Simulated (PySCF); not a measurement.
The dipole of `O1[C@@H](CCC#N)[SiH2]C(=O)C1` from its density and from atomic charges.

Coordinates (GFN2-xTB, Å) and charges (e) from the PBE0/pcSseg-1 density (PySCF):

```csv
atom,x,y,z,Mulliken,IAO,Hirshfeld,ESP-fitted
N1,3.305,0.710,-1.674,-0.2515,-0.2555,-0.2339,-0.4839
C2,2.891,0.297,-0.692,+0.0397,+0.1397,+0.0870,+0.3748
C3,2.351,-0.237,0.531,-0.1857,-0.3023,-0.0421,-0.1819
C4,1.075,-1.048,0.260,-0.1954,-0.2433,-0.0641,-0.1693
C5,-0.055,-0.156,-0.239,-0.2592,-0.1786,-0.0435,-0.0151
O6,-0.382,0.762,0.815,-0.5143,-0.4013,-0.1332,-0.2650
C7,-1.528,1.506,0.516,+0.0979,-0.1126,-0.0114,-0.2308
C8,-2.618,0.608,-0.050,-0.0434,+0.1426,+0.0794,+0.4600
O9,-3.774,0.928,-0.145,-0.3298,-0.3673,-0.2201,-0.4457
Si10,-1.733,-1.011,-0.613,+0.6499,+0.6416,+0.3278,+0.1877
H11,2.110,0.593,1.200,+0.1853,+0.1901,+0.0630,+0.1122
H12,3.112,-0.865,1.002,+0.1713,+0.1799,+0.0693,+0.1189
H13,0.761,-1.525,1.189,+0.1412,+0.1510,+0.0474,+0.0991
H14,1.272,-1.823,-0.483,+0.1459,+0.1483,+0.0493,+0.1093
H15,0.307,0.424,-1.106,+0.1640,+0.1318,+0.0309,+0.1111
H16,-1.849,2.004,1.433,+0.1509,+0.1787,+0.0617,+0.1638
H17,-1.316,2.274,-0.248,+0.1333,+0.1464,+0.0497,+0.1281
H18,-1.995,-2.104,0.318,-0.0524,-0.0946,-0.0598,-0.0336
H19,-1.943,-1.325,-2.020,-0.0478,-0.0945,-0.0580,-0.0396
```

**Question.** What dipole does each set of charges give (1 e·Å = 4.803 D), and what does the density give?

**Answer.** The full density gives (0.02, -2.33, 2.27) D, 3.25 D in size; dipole vectors point from the negative to the positive end.

```csv
scheme,μx,μy,μz,size (D),share of the full size (%),angle to the full dipole (°)
Mulliken,-0.29,-3.76,0.78,3.85,118,33
IAO,-0.11,-3.06,0.81,3.16,97,30
Hirshfeld,-0.26,-1.90,1.60,2.49,77,8
ESP-fitted,0.05,-2.30,2.28,3.24,100,1
```

**Question.** Which set comes closest?

**Answer.** Length of the difference vector: ESP-fitted 0.04 D, Hirshfeld 0.85 D, IAO 1.64 D, Mulliken 2.09 D. Closest: ESP-fitted. ESP charges are fitted to the potential around the molecule, whose slowest-falling term is the dipole's. The schemes that divide the density aren't constrained to reproduce the dipole.

**Question.** What is left for the Hirshfeld atoms' own dipoles?

**Answer.** The shares of the density sum to the whole, so what Σ q r misses lies in dipoles about the nuclei. The atomic dipoles sum to (0.02, -2.33, 2.27) − (-0.26, -1.90, 1.60) = (0.28, -0.43, 0.67) D, 0.85 D in size.

**Question.** With the origin at the mean of the coordinates, (-0.001, 0.000, 0.000) Å, which are the largest single terms, by size, of the IAO dipole along the direction of the full one?

**Answer.** N1 +2.03, H13 +1.40, O9 +1.39, H17 -1.27, H12 +1.16 D; all 19 atoms together +2.75 D. The single terms depend on the origin, their sum doesn't.

**Question.** Give the size of the full dipole in other units.

**Answer.** 3.25 D = 1.279 au = 0.677 e·Å = 10.85 × 10⁻³⁰ C·m.

One conformer (not necessarily the lowest) at the GFN2-xTB geometry, without solvent, vibrations or thermal averaging.

These values come from a run that also computed NMR shieldings. Hardware: one thread of an Arm Neoverse N1, shared host. Cost: 1.7 min of wall time (with the writing of density and orbital grids), 1.1 GiB resident at most.
